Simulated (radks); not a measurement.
Values are calculated unless marked as measured or tabulated.
Effect of the nuclear size on the samarium ion Sm+, [Xe] 4f6 6s1. Code: a radial shooting solver on a logarithmic mesh with Libxc functionals. Model: Dirac Kohn-Sham, exchange-only LDA, spin-unpolarised, spherical densities, finite nucleus; open shells fill j = l - 1/2 first; Fermi nuclear charge, rms radius 5.0819 fm. The rms radius is varied about that value; shifts are against it.

rms radius (fm),total energy shift (eV),density at nucleus (e/bohr^3),1s1/2 shift (meV),2s1/2 shift (meV),5s1/2 shift (meV),5p1/2 shift (meV),6s1/2 shift (meV),4f5/2 shift (meV)
4.3298,-4.62,5.516e+05,-1910,-242,-1.87,0.155,-0.166,0.300
4.904,-1.14,5.355e+05,-472,-59.8,-0.462,0.038,-0.041,0.074
5.0819,0,5.31e+05,0.000,0.000,0.000,0.000,0.000,0.000
5.5494,3.15,5.2e+05,1300,165,1.27,-0.105,0.113,-0.205
5.7476,4.55,5.156e+05,1880,238,1.84,-0.152,0.163,-0.296

Slopes of the eigenvalues against <r^2> in GHz/fm^2, as finite differences over the two radii next to the reference (eigenvalue slopes, not the field-shift constants of lines): 1s1/2 63600, 2s1/2 8050, 5s1/2 62.2, 5p1/2 -5.15, 6s1/2 5.53, 4f5/2 -10.0.
